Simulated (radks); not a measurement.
Neutral nickel, configuration [Ar] 3d7 4s2 4p1 (not the ground configuration). Method: Dirac Kohn-Sham, SOGGA, spin-unpolarised, spherical densities, finite nucleus; open shells fill j = l - 1/2 first; Fermi nuclear charge, rms radius 3.7757 fm; computed with a radial shooting solver on a logarithmic mesh with Libxc functionals.

Normalised radial functions P(r) = r R(r) (large component), r in bohr:

```
   r/bohr * 3p1/2, o 3p3/2, + 4s1/2 (the largest magnitude, 1.2, reaches the edge; | marks zero, & curves that meet)
 0.006354                             &+
 0.008407                             &+
  0.01112                             |&+
  0.01484                             |&+
  0.01963                             | &
  0.02597                             | +&
  0.03437                             | + &
  0.04547                             | +   &
  0.06016                             |+       &
  0.07961                            +|          o*
   0.1062                          +  |             &
   0.1405                         +   |             &
   0.1859                         +   |          &
   0.2459                           + |  *o
   0.3254                     &       | +
   0.4306         *o                  |    +
   0.5697  &                          |      +
   0.7598   &                         |   +
    1.005          &               +  |
     1.33                  &+         |
     1.76              +          &   |
    2.329              +             &|
    3.081                 +           &
    4.077                      +      &
    5.438                          +  &
    7.195                            +&
    9.519                             &
     12.6                             &
```

3p1/2: eigenvalue -80.685 eV, 1 radial node at r = 0.269 bohr, <r> = 0.765 bohr, 90 % of the charge inside 1.18 bohr. 3p3/2: eigenvalue -78.435 eV, 1 radial node at r = 0.273 bohr, <r> = 0.774 bohr, 90 % of the charge inside 1.19 bohr. 4s1/2: eigenvalue -7.955 eV, 3 radial nodes at r = 0.0701, 0.292, 0.908 bohr, <r> = 2.55 bohr, 90 % of the charge inside 3.87 bohr.
